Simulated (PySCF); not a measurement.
Electron correlation in Tl (thallium, neutral)

[Xe] 4f14 5d10 6s1 6p1 7s1, high-spin 4P determinant (an excited configuration). Computed with PySCF 2.14 in x2c-TZVPPall with one added diffuse shell each of s, p, d, f type (12s8p7d4f, 99 functions), with the spin-free X2C one-electron Hamiltonian (Gaussian nucleus). Frozen: [Kr] 4d10 4f14; 21 electrons correlated.

```
  level  correlation energy (mhartree)
   CCSD                        -407.02
    (T)                          -8.17
CCSD(T)                        -415.19
```

Diagnostics: T1 = 0.0091, D1 = 0.0378, largest double amplitude 0.030.

Spin-orbit coupling, absent here, splits the open shell strongly. The outer electron is Rydberg-like, and this basis confines it to a smaller radius and binds it less than a complete one would.

Cost of the coupled-cluster step: about 30 core-seconds, for 21 correlated electrons.

This basis was not built for core-valence correlation, so the inner-shell part is incomplete.
